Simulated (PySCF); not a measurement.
From one molecule to another.

First species: C7H10N2.
Geometry (GFN2-xTB, Å), atoms numbered from 1 in this order:
```
atom  x, y, z in Å
C1    -1.871   -1.370    0.556
C2    -1.406   -0.039    0.089
N3    -2.214    1.044    0.034
N4    -1.583    2.134   -0.397
C5    -0.341    1.756   -0.625
C6    -0.160    0.390   -0.339
C7     1.059   -0.431   -0.450
C8     2.036   -0.473    0.696
C9     2.408    0.204   -0.586
H10   -2.957   -1.429    0.526
H11   -1.456   -2.155   -0.074
H12   -1.540   -1.553    1.579
H13   -3.192    1.091    0.274
H14    0.375    2.463   -0.993
H15    0.903   -1.369   -0.974
H16    2.500   -1.416    0.941
H17    1.830    0.150    1.553
H18    2.466    1.281   -0.587
H19    3.134   -0.270   -1.229
```

Second species: C6H11OP.
InChI=1S/C6H11OP/c1-2-5-8-6-3-4-7/h2,7H,3-4,6H2,1H3

Levels: PBE0/pcSseg-1 for dipole moment, HOMO energy, LUMO energy and HOMO–LUMO gap; GFN2-xTB for rotational constant A and rotational constant C. Geometries: GFN2-xTB. Each structure is a single optimised conformer of the isolated species, non-relativistic unless stated. Electronic properties by PySCF.

The conformers computed, where there is a choice (atom-mapped SMILES and torsion angles):
- `[CH3:1][c:2]1[nH:3][n:4][cH:5][c:6]1[CH:7]1[CH2:8][CH2:9]1`: C5–C6–C7–C8 86°
- `[CH3:1][CH:2]=[C:3]=[P:4][CH2:5][CH2:6][CH2:7][OH:8]`: C3–P4–C5–C6 74°, P4–C5–C6–C7 62°, C5–C6–C7–O8 -58°, H–O8–C7–C6 171°

```
             property   column X   column Y
        dipole moment     2.61 D     2.83 D
          HOMO energy   -6.18 eV   -6.39 eV
          LUMO energy   -0.45 eV    0.75 eV
        HOMO–LUMO gap    5.73 eV    7.14 eV
rotational constant A  3.233 GHz  2.908 GHz
rotational constant C  0.829 GHz  0.980 GHz
```

(1) Which column belongs to which species?

(2) How does each property change from the first species to the second?

Answers

(1) Column X is the second species and column Y the first. The first has 19 atoms and 66 electrons, the second 19 and 70.

(2) dipole moment -0.22 D; HOMO energy +0.21 eV; LUMO energy -1.20 eV; HOMO–LUMO gap -1.41 eV; rotational constant A +0.325 GHz; rotational constant C -0.151 GHz.

On the first: The dipole equals about 9.5 × 10⁻³⁰ C·m (1 D = 3.33564 × 10⁻³⁰ C·m).

On the second: The dipole matches unit charges of opposite sign 0.54 Å apart (1 e·Å = 4.8032 D). A dipole of 2.61 D is allowed in C1, and pure rotational transitions are dipole-allowed.
